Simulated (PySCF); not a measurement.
## Vibration and rotation of CsSr

ROHF-CCSD(T) constants of CsSr, ²Σ⁺ (doublet), unpaired electrons σ ↑ (Cs def2-SVPD with ECP46, Sr def2-SVPD with ECP28; scalar-relativistic core potentials (PySCF 2.14); masses 132.9054 and 87.9056 u):

- ωe: 25.4 cm⁻¹
- ωexe: 0.191 cm⁻¹
- Be: 0.011424 cm⁻¹
- αe: 8.23e-05 cm⁻¹
- D (centrifugal): 9.24e-09 cm⁻¹
- De to Cs + Sr: 0.119 eV

Question: Give the vibrational terms G(v) and spacings up to v = 6.

Answer: G(v) = ωe(v+½) − ωexe(v+½)².

```json
{"v": "0", "G(v) (cm⁻¹)": "12.7", "G(v) − G(v−1)": "", "Bv (cm⁻¹)": "0.01138"}
{"v": "1", "G(v) (cm⁻¹)": "37.7", "G(v) − G(v−1)": "25.0", "Bv (cm⁻¹)": "0.01130"}
{"v": "2", "G(v) (cm⁻¹)": "62.3", "G(v) − G(v−1)": "24.6", "Bv (cm⁻¹)": "0.01122"}
{"v": "3", "G(v) (cm⁻¹)": "86.6", "G(v) − G(v−1)": "24.3", "Bv (cm⁻¹)": "0.01114"}
{"v": "4", "G(v) (cm⁻¹)": "110.4", "G(v) − G(v−1)": "23.9", "Bv (cm⁻¹)": "0.01105"}
{"v": "5", "G(v) (cm⁻¹)": "133.9", "G(v) − G(v−1)": "23.5", "Bv (cm⁻¹)": "0.01097"}
{"v": "6", "G(v) (cm⁻¹)": "157.0", "G(v) − G(v−1)": "23.1", "Bv (cm⁻¹)": "0.01089"}
```

Question: How well does the Morse estimate ωe²/(4ωexe) reproduce De, and what is D0?

Answer: It gives 0.105 eV, 88 % of the computed De. D0 = De − G(0) = 0.119 − 0.002 = 0.117 eV.

Correlated steps freeze no core orbitals. The bond is weak. Basis-set superposition, not corrected here, can be much of De in a small basis, most of all at correlated wavefunction levels. Spin–orbit coupling is left out. The state was picked by a PBE0 search and need not be the measured ground state.
